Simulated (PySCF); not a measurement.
Compound: Ta(NH)Me3, C3H10NTa (singlet state).
Cartesian coordinates in Å at the PBE0-D3(BJ)/def2-SVP level; atoms count from 1:
```
atom  x, y, z in Å
Ta1    0.0010   -0.0006    0.2756
N2    -0.0003   -0.0007    2.0384
H3     0.0022   -0.0030    3.0506
C4     2.0676   -0.0295   -0.3494
H5     2.1230   -0.1345   -1.4509
H6     2.6432   -0.8550    0.1017
H7     2.5815    0.9098   -0.0763
C8    -1.0231    1.7963   -0.3512
H9    -0.9355    1.9132   -1.4489
H10   -0.6329    2.7128    0.1220
H11   -2.0986    1.7373   -0.1050
C12   -1.0494   -1.7827   -0.3475
H13   -2.0630   -1.8526    0.0819
H14   -0.5046   -2.6946   -0.0457
H15   -1.1437   -1.7924   -1.4513
```

Method used: PBE0-D3(BJ)/def2-SVP geometry optimisation, gas phase, def2 core potentials past Kr in PySCF 2.14.0.

Q: Which atoms are bound to Ta1, and at what distances?

A: 4 atoms: N2 1.763 Å, C4 2.159 Å, C12 2.160 Å, C8 2.161 Å. The nearest atom not counted as bound is H5, at 2.74 Å (others tie with it).

Q: List the angles at Ta1.

A: 
```json
{"angle": "C4–Ta1–C8", "degrees": "112.4", "distance of the outer atoms (Å)": "3.59"}
{"angle": "C8–Ta1–C12", "degrees": "111.8", "distance of the outer atoms (Å)": "3.58"}
{"angle": "C4–Ta1–C12", "degrees": "111.8", "distance of the outer atoms (Å)": "3.58"}
{"angle": "N2–Ta1–C4", "degrees": "106.9", "distance of the outer atoms (Å)": "3.16"}
{"angle": "N2–Ta1–C8", "degrees": "106.8", "distance of the outer atoms (Å)": "3.16"}
{"angle": "N2–Ta1–C12", "degrees": "106.7", "distance of the outer atoms (Å)": "3.16"}
```

Q: What is the shape at Ta1?

A: Tetrahedral: angles from 106.7° to 112.4°; τ4 = (360° − α − β)/141° = 0.96 with α and β the two widest (0 for a square, 1 for a tetrahedron).

Q: What are the other bond lengths?

A: N2–H3 1.012 Å; C4–H5 and 8 like bonds 1.105 Å.

Point group: near C3v, missed by 0.29 Å at most; the miss may be what the optimiser left on a soft mode (C3 holds within 0.08 Å). Charge 0, singlet. PBE0-D3(BJ)/def2-SVP frequencies: not computed here.
